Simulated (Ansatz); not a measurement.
Three-fold rotor about Te2–Si3 in CH6SiTe (SMILES C[Te][SiH3]); single points on GFN2-xTB geometries with the dihedral held.
Staggered geometry (60°) (charge 0, multiplicity 1):
```xyz
9

C      1.7002    -0.1240     0.1529
Te     0.4038     0.8202    -1.2952
Si    -1.6617     0.1246    -0.0931
H      1.5085    -1.1876     0.1952
H      2.7247     0.0383    -0.1494
H      1.5485     0.3064     1.1333
H     -1.7079     0.6608     1.2666
H     -1.7738    -1.3302     0.0036
H     -2.7735     0.6534    -0.8695
```

Frozen-core correlation. Filled d and f shells under p-block atoms count as core. CBS: X⁻³ extrapolation of the correlation energy, Hartree–Fock from the larger set. MP2 and its Hartree–Fock in def2-QZVPP are density fitted.

Programs: Ansatz (a program for electronic structure) with Gaussian orbitals. Values without a source in brackets are computed. In def2 rows elements past Kr take small-core potentials, without spin–orbit coupling.

Energies above the staggered point (kcal/mol):

```
dihedral (°)  PBE/def2-TZVPP  MP2/CBS(def2-TZVPP, def2-QZVPP) + ΔCCSD(T)/def2-TZVPP
------------  --------------  -----------------------------------------------------
0                      0.957                                                  0.875
20                     0.694                                                  0.634
40                     0.219                                                  0.197
60                     0.000                                                  0.000
80                     0.207                                                  0.193
100                    0.691                                                  0.637
120                    0.956                                                  0.875
```

Moments of inertia of the two ends about the bond: 76.752 and 5.685 u Å².

Q: Fit V = V₃/2 (1 − cos 3φ) + V₆/2 (1 − cos 6φ), φ counted from the staggered point, and estimate the harmonic torsional frequency.

A: 
V₃ is the energy at φ = 60°; at φ = 20° (mean of both sides) V = 0.25 V₃ + 0.75 V₆. The reduced moment I₁I₂/(I₁ + I₂) = 5.293 u Å² gives F = 16.8576/I = 3.185 cm⁻¹ (a rough rule where the frame isn't a symmetric top). Near the minimum V = kφ²/2 with k = (9V₃ + 36V₆)/2, and ω = √(2Fk), with 1 kcal/mol = 349.755 cm⁻¹.
- PBE/def2-TZVPP: V₃ = 0.96, V₆ = -0.035 kcal/mol, k = 1288 cm⁻¹/rad², ω = 91 cm⁻¹
- MP2/CBS(def2-TZVPP, def2-QZVPP) + ΔCCSD(T)/def2-TZVPP: V₃ = 0.88, V₆ = -0.032 kcal/mol, k = 1177 cm⁻¹/rad², ω = 87 cm⁻¹
